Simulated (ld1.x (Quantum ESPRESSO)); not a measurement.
# Before and after: TM potential for Al (Z = 13)

* Element: Al (Z = 13)
* Generator: ld1.x (Quantum ESPRESSO) 7.5
* Type: norm-conserving Troullier–Martins (Kleinman–Bylander form)
* Functional: LDA (PZ)
* Relativity: scalar-relativistic
* Frozen core: [Ne]
* Valence charge: 3
* Reference configuration: 3s1.75 3p1.25
* Partial waves: 3s (bound): rc 1.85 bohr; 3d channel at 0.2 Ry: rc 1.90 bohr; 3p (bound): rc 2.15 bohr
* Local potential: the p channel
* Core correction: none

All-electron outer shells of the reference configuration (LDA (PZ), scalar-relativistic, ld1.x):

```tsv
shell	level (eV)	outermost node (bohr)	outermost maximum (bohr)
2s	-107.96	0.17	0.50
2p	-70.17	–	0.43
3s	-8.06	0.80	2.06
3p	-2.96	0.82	2.61
```

Change: wave 3p (bound): rc 2.15 bohr becomes 3p (bound): rc 2.94 bohr.

Cutoffs: the cutoffs (Ry, on a coarse ladder) from which the occupation-weighted sum of valence levels, in a spherical-Bessel basis at the reference potential, stays within 10 and 1 mRy of its value at 400 Ry; they do not see the model core or the augmentation charge, which bear on the density cutoff. Errors are all-electron minus pseudo energies relative to the spin-unpolarised reference configuration.

Question: Predict the effect on cutoff, ghosts and configuration errors.

Answer: The potential gets neither clearly harder nor softer (10 Ry and 30 Ry → 10 Ry and 30 Ry); of the 9 tests that both files solve, the error grows in 0 and shrinks in 1 by more than 15 % and 0.3 meV (median size 4.2 → 4.6 meV); neither file shows a bound ghost.

```csv
quantity,base,changed
"cutoff, loose",10 Ry,10 Ry
"cutoff, tight",30 Ry,30 Ry
bound ghosts,none,none
"error for 3s2 3p1, meV [ΔE -1.27 eV]",+0.4,+0.5
"error for 3s2 3p0, meV [ΔE 4.58 eV]",+1.4,+0.9
"error for 3s1 3p0, meV [ΔE 23.96 eV]",+74,+72
"error for 3s2 3p1.3, meV [ΔE -1.87 eV]",+0.6,+0.7
"error for 3s0 3p3, meV [ΔE 9.24 eV]",+27,+28
"error for 3s2 3p0.5, meV [ΔE 0.86 eV]",+0.2,+0.2
"error for 3s1 3p2, meV [ΔE 3.89 eV]",+4.2,+4.6
"error for 3s1.75 3p1.25 (spin-polarised), meV [ΔE -0.33 eV]",+25,+25
"error for 3s2 3p1 (spin-polarised), meV [ΔE -1.40 eV]",+7.1,+7.1
```
